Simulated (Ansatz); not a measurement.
Ideal-gas functions of `F[SiH2]O[SiH2]` radical at 500 K and 1 bar, from an Ansatz frequency run at PBE0-D4/def2-TZVP.

Molar mass 95.2 g/mol, point group C1 (symmetry number 1), electronic degeneracy 2, moments of inertia 38.989, 228.239, 253.273 u Å². Harmonic wavenumbers (cm⁻¹, unscaled): 28, 66, 81, 327, 599, 695, 725, 744, 785, 878, 917, 954, 981, 1132, 2166, 2208, 2260, 2280.

Use S(trans) = R[1.5 ln M + 2.5 ln T − 1.1517]; rotational temperatures θ = 24.2544 K / I; S(rot) = R[ln(√π/σ · √(T³/θAθBθC)) + 1.5]; for each mode x = 1.438777 ν̃/T, S = R[x/(eˣ − 1) − ln(1 − e⁻ˣ)] and H = RT x/(eˣ − 1); 1 cm⁻¹ = 0.0119627 kJ/mol; R = 8.31446 J/(mol·K).

By hand: the entropy, in J/(mol·K).

Translation 176.4. Rotation: θ = 0.6221, 0.1063, 0.0958 K, giving 115.8. Vibration, mode by mode: 29.26, 22.14, 20.44, 9.12, 4.75, 3.81, 3.56, 3.41, 3.11, 2.52, 2.30, 2.12, 1.99, 1.41, 0.12, 0.11, 0.09, 0.09, in all 110.3. Electronic 5.8. Sum 408.3 J/(mol·K).

By hand: H − E and G − E in kJ/mol, counted from the electronic energy.

Zero-point energy ½ × 17826 × 0.0119627 = 106.6; thermal vibration 24.3; translation, rotation and pV give 4 RT = 16.6. H − E = 147.5 kJ/mol, and G − E = 147.5 − 500 × 408.3/1000 = -56.7 kJ/mol.

Vibration gives 27 % of the entropy, 71.8 J/(mol·K) of it from the modes under 150 cm⁻¹: soft modes count most, and the harmonic formula is weakest for them. The sum counts one conformer and one mirror image; others add a mixing term.
